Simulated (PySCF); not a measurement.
C$_{2}$H$_{5}$O (SMILES [CH2]OC), doublet, geometry from GFN2-xTB; DF-CCSD/6-31G* (PySCF).

Input for PySCF:
```python
from pyscf import gto, scf, cc

mol = gto.Mole()
mol.atom = '''
    C     0.031253    1.181916   -0.338547
    O     0.244578    0.109335    0.472470
    C    -0.155948   -1.132882   -0.040575
    H     0.251414    2.121788    0.125724
    H    -0.688309    1.107007   -1.134827
    H     0.026173   -1.870495    0.739352
    H    -1.220492   -1.130349   -0.301951
    H     0.422761   -1.396837   -0.933325
'''
mol.basis = '6-31g*'
mol.charge = 0
mol.spin = 1
mol.verbose = 4
mol.build()

mf = scf.UHF(mol)
mf = mf.density_fit(auxbasis='def2-universal-jkfit')
mf.kernel()

mycc = cc.CCSD(mf)
mycc.kernel()
print('E(CCSD) = %.10f' % mycc.e_tot)
```

Task: What does PySCF print? Leave out banner, timings and long lists.

Result: 
```
PySCF version 2.14.0

[INPUT] verbose = 4
[INPUT] num. atoms = 8
[INPUT] num. electrons = 25
[INPUT] charge = 0
[INPUT] spin (= nelec alpha-beta = 2S) = 1
[INPUT] symmetry False subgroup None
[INPUT] Mole.unit = angstrom
[INPUT] Symbol           X                Y                Z      unit          X                Y                Z       unit  Magmom
[INPUT]  1 C      0.031253000000   1.181916000000  -0.338547000000 AA    0.059059610571   2.233497542241  -0.639761110293 Bohr   0.0
[INPUT]  2 O      0.244578000000   0.109335000000   0.472470000000 AA    0.462185436094   0.206613205829   0.892838902073 Bohr   0.0
[INPUT]  3 C     -0.155948000000  -1.132882000000  -0.040575000000 AA   -0.294699009674  -2.140836711450  -0.076675637504 Bohr   0.0
[INPUT]  4 H      0.251414000000   2.121788000000   0.125724000000 AA    0.475103603881   4.009598214389   0.237583927285 Bohr   0.0
[INPUT]  5 H     -0.688309000000   1.107007000000  -1.134827000000 AA   -1.300715499073   2.091940047976  -2.144512228762 Bohr   0.0
[INPUT]  6 H      0.026173000000  -1.870495000000   0.739352000000 AA    0.049459801858  -3.534723267368   1.397172789649 Bohr   0.0
[INPUT]  7 H     -1.220492000000  -1.130349000000  -0.301951000000 AA   -2.306395617223  -2.136050035176  -0.570604693039 Bohr   0.0
[INPUT]  8 H      0.422761000000  -1.396837000000  -0.933325000000 AA    0.798902506147  -2.639639370659  -1.763728635210 Bohr   0.0

nuclear repulsion = 77.5474144987507
number of shells = 28
number of NR pGTOs = 101
number of NR cGTOs = 52
basis = 6-31g*
ecp = {}

******** <class 'pyscf.df.df_jk.DFUHF'> ********
method = DFUHF
initial guess = minao
damping factor = 0
level_shift factor = 0
DIIS = <class 'pyscf.scf.diis.CDIIS'>
diis_start_cycle = 1
diis_space = 8
diis_damp = 0
SCF conv_tol = 1e-09
SCF conv_tol_grad = None
SCF max_cycles = 50
direct_scf = False
number electrons alpha = 13  beta = 12
Set gradient conv threshold to 3.16228e-05
******** <class 'pyscf.df.df.DF'> ********
auxbasis = def2-universal-jkfit
init E= -153.70704279599

cycle= 1 E= -153.378083728548  delta_E= 0.329  |g|= 0.318  |ddm|=  1.7
cycle= 2 E= -153.423536641879  delta_E= -0.0455  |g|= 0.15  |ddm|= 0.301
cycle= 3 E= -153.433097077005  delta_E= -0.00956  |g|= 0.0464  |ddm|= 0.117
cycle= 4 E= -153.434567099095  delta_E= -0.00147  |g|= 0.0139  |ddm|= 0.0497
cycle= 5 E= -153.434825632663  delta_E= -0.000259  |g|= 0.00761  |ddm|= 0.0217
cycle= 6 E= -153.434943885282  delta_E= -0.000118  |g|= 0.00264  |ddm|= 0.0194
cycle= 7 E= -153.434957715887  delta_E= -1.38e-05  |g|= 0.00106  |ddm|= 0.00672
cycle= 8 E= -153.434959388874  delta_E= -1.67e-06  |g|= 0.00041  |ddm|= 0.00234
cycle= 9 E= -153.434959635502  delta_E= -2.47e-07  |g|= 0.00015  |ddm|= 0.000923
cycle= 10 E= -153.434959673958  delta_E= -3.85e-08  |g|= 5.94e-05  |ddm|= 0.000375
cycle= 11 E= -153.434959680728  delta_E= -6.77e-09  |g|= 2.01e-05  |ddm|= 0.000178
cycle= 12 E= -153.434959681487  delta_E= -7.59e-10  |g|= 6.5e-06  |ddm|= 6.14e-05
Extra cycle  E= -153.434959681536  delta_E= -4.9e-11  |g|= 4.09e-06  |ddm|= 9.88e-06
converged SCF energy = -153.434959681536  <S^2> = 0.7603532  2S+1 = 2.0103265

******** <class 'pyscf.cc.dfuccsd.UCCSD'> ********
CC2 = 0
CCSD nocc = (np.int64(13), np.int64(12)), nmo = (52, 52)
max_cycle = 50
direct = 0
conv_tol = 1e-07
conv_tol_normt = 1e-06
diis_space = 6
diis_start_cycle = 0
diis_start_energy_diff = 1e+09
Init t2, MP2 energy = -0.417283962640913
Init E_corr(UCCSD) = -0.417283962654298
cycle = 1  E_corr(UCCSD) = -0.435340631603214  dE = -0.0180566689  norm(t1,t2) = 0.0807967
cycle = 2  E_corr(UCCSD) = -0.446977916951579  dE = -0.0116372853  norm(t1,t2) = 0.0248266
cycle = 3  E_corr(UCCSD) = -0.449193152245669  dE = -0.00221523529  norm(t1,t2) = 0.0156456
cycle = 4  E_corr(UCCSD) = -0.451600955119751  dE = -0.00240780287  norm(t1,t2) = 0.00783761
cycle = 5  E_corr(UCCSD) = -0.451364683878056  dE = 0.000236271242  norm(t1,t2) = 0.00341484
cycle = 6  E_corr(UCCSD) = -0.451308448854303  dE = 5.62350238e-05  norm(t1,t2) = 0.000886842
cycle = 7  E_corr(UCCSD) = -0.451333396923326  dE = -2.4948069e-05  norm(t1,t2) = 0.000321902
cycle = 8  E_corr(UCCSD) = -0.451336805653774  dE = -3.40873045e-06  norm(t1,t2) = 0.000118846
cycle = 9  E_corr(UCCSD) = -0.451332559334828  dE = 4.24631895e-06  norm(t1,t2) = 4.53102e-05
cycle = 10  E_corr(UCCSD) = -0.451332737175487  dE = -1.77840659e-07  norm(t1,t2) = 1.53705e-05
cycle = 11  E_corr(UCCSD) = -0.451332502444366  dE = 2.34731121e-07  norm(t1,t2) = 6.04564e-06
cycle = 12  E_corr(UCCSD) = -0.451332445902255  dE = 5.65421107e-08  norm(t1,t2) = 2.61079e-06
cycle = 13  E_corr(UCCSD) = -0.451332425666731  dE = 2.02355248e-08  norm(t1,t2) = 1.33748e-06
cycle = 14  E_corr(UCCSD) = -0.45133240357171  dE = 2.20950206e-08  norm(t1,t2) = 4.74465e-07
UCCSD converged
E(UCCSD) = -153.8862920851076  E_corr = -0.45133240357171
E(CCSD) = -153.8862920851
```
